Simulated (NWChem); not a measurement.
Molecule: C₂H₄BrCl; SMILES C[C@@H](Cl)Br

All runs: NWChem. Medium grid unless said otherwise, to which SCAN and Minnesota functionals are sensitive. Coordinates come from a PBE0/def2-SVP optimisation. Total energies of different functionals are on different scales.

| level | energy (Ha) | highest occupied level (eV) | orbital gap (eV) | dipole (D) |
|---|---|---|---|---|
| B3LYP/def2-SVP | -3112.5005 | -7.67 | 7.21 | 1.87 |
| PBE/def2-SVP | -3111.7747 | -6.62 | 5.36 | 1.84 |
| BHandHLYP/def2-SVP | -3112.3947 | -9.16 | 10.07 | 1.99 |
| BLYP/def2-SVP | -3112.4257 | -6.38 | 5.30 | 1.75 |
| MN15-L/def2-SVP | -3112.3436 | -7.26 | 6.47 | 2.04 |
| LDA (Slater exchange, PW92)/def2-SVP | -3106.6633 | -6.72 | 5.30 | 1.86 |
| M06-L/def2-SVP | -3112.3577 | -7.05 | 5.95 | 2.00 |
